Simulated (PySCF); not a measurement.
## ²⁹Si shieldings along a series

GIAO PBE0/pcSseg-1 on GFN2-xTB geometries (PySCF 2.14, gas phase, non-relativistic):

| SMILES | Hirshfeld charge (e) of Si | σ(Si) (ppm) |
| --- | --- | --- |
| C[SiH2]/C=C(\C#N)SC | 0.347 | 401.5 |
| CO[SiH2]/C=C(\C#N)OC | 0.388 | 382.0 |
| C#CC[SiH2]/C=C(/C#N)OC | 0.349 | 403.5 |
| CO/C(C#N)=C\[SiH3] | 0.306 | 437.5 |
| C=C/C([SiH2]C)=C(/C#N)OC | 0.337 | 396.4 |
| CC[SiH2]/C=C(\C#N)OC | 0.336 | 397.0 |
| C[SiH2]/C=C(\C#N)OC=O | 0.354 | 402.4 |
| CN[SiH2]/C=C(/C#N)OC | 0.349 | 394.0 |
| CC[Si@H](C)/C=C(\C#N)OC | 0.371 | 373.2 |
| CO/C(C#N)=C/[Si@@H](C)N | 0.387 | 376.5 |
| CO/C(C#N)=C/O[SiH2]C | 0.410 | 364.8 |

(1) Fit σ(Si) as a line in the Hirshfeld charge of Si. How well does it hold?

(2) A further member, `CO/C(C#N)=C/[SiH2]C`, has x = 0.341. What does the line predict, and what does the calculation give?

Results:

(1) σ = 612.9 − 613.3 x, with x in e; correlation -0.91, rms deviation 7.7 ppm, largest 12.3 ppm at `CO/C(C#N)=C\[SiH3]`. A charge says how many electrons sit at the atom, not how easily they circulate, so such a line holds only within like compounds.

(2) The line gives 403.8 ppm; the calculation 401.0 ppm, a difference of -2.8 ppm, within the usual scatter of the fit.
